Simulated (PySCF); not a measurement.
An unknown shows these calculated signals:

$^{1}$H NMR (600 MHz, computed): δ 9.70 (s, 1H), 7.48 (br s, 1H), 6.78 (br s, 1H).

$^{13}$C{$^{1}$H} NMR (computed): δ 190.7 (CH), 150.2 (CH2), 130.8 (C), 124.3 (C), 92.4 (C), 88.2 (C).

[PySCF 2.14: shieldings: GIAO PBE0/pcSseg-1; coordinates at the GFN2-xTB level; no relativistic terms; equivalent nuclei averaged; a single conformation; no solvent]

δ = σ(ref) − σ, references computed at the same level: TMS for $^{1}$H (σref 31.72) and $^{13}$C (σref 186.93).

Question: Which of these does the molecule contain: a three-membered ring, a CF3 group, a ketone, a C≡C triple bond, an aldehyde, a Si–H bond?

Answer: 
- A three-membered ring: no.
- A CF3 group: yes (δC 124.3).
- A ketone: no.
- A C≡C triple bond: yes (δC 92.4, 88.2).
- An aldehyde: yes (δC 190.7; δH 9.70 (s)).
- A Si–H bond: no.

The data belong to SMILES C=C(C#CC(F)(F)F)C=O, C₆H₃F₃O; they needn't prove each group on their own.

Carbon signals by region: 1 in the far downfield region (above 160 ppm), 3 in the sp2 and nitrile region (100–160 ppm), 2 at 50–100 ppm. Above 160 ppm: 190.7, aldehyde carbonyl carbon.

Splittings by $^{19}$F in the carbon and heteronuclear signals aren't shown, as no couplings were computed. Shifts are as computed. Against solution values, carbons near 30 ppm lie about +3 ppm off and those near 130 ppm about +5 ppm. Of 1211 compounds with measured shifts, 218 miss one by over three times the rms of a fit or turn the order of signals round; such compounds aren't used in these exercises. Multiplicities follow the n + 1 count of equivalent neighbours, as no J values were calculated; m marks all less simple cases, F and P coupling included.
